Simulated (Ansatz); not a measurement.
`CC(=O)O[SiH2]Cl`, relaxed with RKS PBE-D4/def2-SVP in Ansatz 0.2.0 from a rough embedded geometry. The force threshold is 0.03 eV/Å; the program also tests the step.

Charge 0, multiplicity 1.

Start:

```xyz
11

C    -0.999   -0.595    1.655
C    -0.706    0.094    0.322
O    -1.529    0.755   -0.259
O     0.496   -0.127   -0.142
Si    1.126    0.474   -1.520
Cl    3.081   -0.179   -1.661
H    -1.986   -0.380    1.956
H    -0.279   -0.146    2.358
H    -0.790   -1.683    1.518
H     0.409   -0.136   -2.698
H     1.175    1.924   -1.529
```

| step | energy (eV) | largest force (eV/Å) | largest move (Å) |
| --- | --- | --- | --- |
| 1 | -26625.1088 | 2.474 | 0.000 |
| 2 | -26625.3432 | 1.355 | 0.054 |
| 3 | -26625.4037 | 0.579 | 0.068 |
| 4 | -26625.4222 | 0.264 | 0.056 |
| 5 | -26625.4353 | 0.308 | 0.051 |
| 6 | -26625.4517 | 0.274 | 0.074 |
| 7 | -26625.4619 | 0.172 | 0.104 |
| 8 | -26625.4633 | 0.094 | 0.013 |
| 9 | -26625.4636 | 0.034 | 0.008 |
| 10 (rejected) | -26625.4635 | 0.050 | 0.006 |
| 11 | -26625.4636 | 0.016 | 0.003 |

End:

```xyz
11

C    -1.011   -0.562    1.639
C    -0.588    0.032    0.325
O    -1.288    0.712   -0.415
O     0.693   -0.247   -0.012
Si    1.094    0.477   -1.543
Cl    3.066   -0.102   -1.809
H    -2.062   -0.301    1.851
H    -0.352   -0.188    2.447
H    -0.887   -1.663    1.609
H     0.281   -0.122   -2.641
H     1.055    1.964   -1.450
```

It took 16 s on 4 threads of an Arm Neoverse V2 on a shared host, with 0.16 GiB of host memory at the peak.
